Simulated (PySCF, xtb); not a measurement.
W(O)2(OH) (HO₃W), SMILES [O]=[W+](=[O])[OH], charge +1, multiplicity 1. The values are those of a single conformer.

Harmonic wavenumbers (cm⁻¹) from xtb with GFN2-xTB at its own minimum, in rising order: 132, 162, 224, 455, 475, 606, 664, 695, 3319.

What does PySCF with PBE0-D3(BJ)/def2-SVP give at its own minimum? (Estimate from the structure and the level; the computed values follow.)

220, 268, 297, 401, 602, 853, 1053, 1104, 3800. Paired by order, the mean absolute difference is 219 cm⁻¹ and the zero-point energies are 9.6 and 12.3 kcal/mol.
